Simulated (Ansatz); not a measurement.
Total energies of CH$_{4}$BBrO (`CB(O)Br`).

```xyz
8

C    -0.401   -0.308   -0.921
B     0.212    0.080    0.453
O     0.176    1.340    0.920
Br    1.070   -1.287    1.557
H    -0.846    0.551   -1.424
H     0.364   -0.742   -1.572
H    -1.164   -1.081   -0.795
H     0.590    1.448    1.782
```

Total charge 0; spin multiplicity 1. Correlated methods include outer-core shells of Br, which these sets cover unevenly. Scalar relativity is left out up to krypton. The geometry is a stationary point of PBE0-D4/def2-TZVP. It is one conformer, not always the lowest. Basis def2-TZVPP, the Gaussian-basis code of Ansatz.

RPA on PBE orbitals: Hartree–Fock energy of these orbitals -2712.28458 Eh, correlation -1.23926 Eh (frozen core).

```json
{"functional": "PBE", "energy without D4 (Eh)": "-2714.34119", "D4 term (kJ/mol)": "-13.9"}
{"functional": "revPBE", "energy without D4 (Eh)": "-2714.63996", "D4 term (kJ/mol)": "-43.7"}
{"functional": "BLYP", "energy without D4 (Eh)": "-2714.88226", "D4 term (kJ/mol)": "-31.2"}
{"functional": "r2SCAN", "energy without D4 (Eh)": "-2714.81551", "D4 term (kJ/mol)": "-3.3"}
{"functional": "PBE0", "energy without D4 (Eh)": "-2714.44534", "D4 term (kJ/mol)": "-11.7"}
{"functional": "B3LYP", "energy without D4 (Eh)": "-2714.94468", "D4 term (kJ/mol)": "-22.7"}
{"functional": "r2SCAN0", "energy without D4 (Eh)": "-2714.79962", "D4 term (kJ/mol)": "-3.9"}
{"functional": "HSE06 (plane-wave form)", "energy without D4 (Eh)": "-2714.44214", "D4 term (kJ/mol)": "-10.9"}
{"functional": "BHLYP", "energy without D4 (Eh)": "-2714.82628", "D4 term (kJ/mol)": "-17.2"}
{"functional": "CAM-B3LYP", "energy without D4 (Eh)": "-2714.97031", "D4 term (kJ/mol)": "-11.8"}
{"functional": "ωB97X-V", "energy without D4 (Eh)": "-2714.62958", "D4 term (kJ/mol)": "–"}
{"functional": "ωB97M-V", "energy without D4 (Eh)": "-2714.70694", "D4 term (kJ/mol)": "–"}
{"functional": "B2PLYP", "energy without D4 (Eh)": "-2714.41361", "D4 term (kJ/mol)": "–"}
{"functional": "PBE-QIDH", "energy without D4 (Eh)": "-2714.11890", "D4 term (kJ/mol)": "–"}
```

Q: Give the same for LDA (SPW92), B97M-V, r2SCANh, LC-ωPBE. (An estimate is asked.)

A: Computed: 
```tsv
functional	energy without D4 (Eh)	D4 term (kJ/mol)
LDA (SPW92)	-2710.14667	–
B97M-V	-2714.43701	–
r2SCANh	-2714.80876	-3.5
LC-ωPBE	-2714.46421	–
```

B3LYP takes the VWN-RPA correlation (the form of Gaussian; ORCA's B3LYP/G). HSE06 is the plane-wave form, built on full-range PBE exchange. The double hybrids freeze the cores in their second-order part.

LC-ωPBE has ω = 0.4 bohr⁻¹.
